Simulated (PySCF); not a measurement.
C₃H₆OSi, SMILES O=C1CC[SiH2]1.

The structure is a stationary point at ωB97X-D3(BJ)/def2-SVP. This is a generated structure with no PubChem entry under its InChIKey; it may be hypothetical.

Calculation: CAM-B3LYP/def2-TZVP run with PySCF.

```json
{
  "total_energy": "-482.60304 hartree",
  "highest_occupied_level": "-8.00 eV",
  "lowest_empty_level": "-0.24 eV",
  "orbital_gap": "7.76 eV",
  "dipole_moment": "2.94 D",
  "quadrupole, principal values (traceless, Buckingham form, about the centre of nuclear charge)": "-7.96, 3.70, 4.26 D·Å",
  "mean_static_polarisability": "62.7 bohr³ (9.29 Å³)",
  "polarisability_principal_values": "51.0, 63.6, 73.5 bohr³"
}
```
